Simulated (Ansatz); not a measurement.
Consider the formal exchange of groups at a C–S bond: `CCSC` + `[F][GeH]` → `C[CH2][Ge][F]` + CH₃SH.

Program: Ansatz. Geometries: PBE0-D4/def2-TZVP. ΔE: electronic, gas phase. CCSD(T)/CBS adds triple-zeta CCSD(T) − MP2 to the extrapolated MP2 energy (def2 sets, frozen cores). This one scheme is used for every species. DFT in def2-TZVPP. HSE06 is defined as in plane-wave codes. For Ge outer-core shells are correlated without core-valence functions, which leaves a few kJ/mol of doubt a bond. Scalar relativity is left out up to krypton. Each species was taken in one conformer, which may not be the lowest.

```tsv
level	ΔE (kJ/mol)
HSE06-D4	-36.8
ωB97X-V	-35.5
r2SCAN	-40.0
HF/def2-SVP	-39.3
```

(1) What does CCSD(T)/CBS give? (An estimate is asked.)

Largest T1 diagnostic among the species: 0.014.

Results:

(1) Computed: -41.4 kJ/mol. The listed levels differ from it by 4.6, 5.9, 1.4, 2.1 kJ/mol.

In def2-TZVPP, CCSD(T) changes the Hartree–Fock value by −5.9 kJ/mol (the triples alone add +0.3 kJ/mol) and MP2 by −6.7 kJ/mol. At CCSD(T), def2-SVP lies +5.4 kJ/mol from the extrapolated value and def2-TZVPP +1.2 kJ/mol.
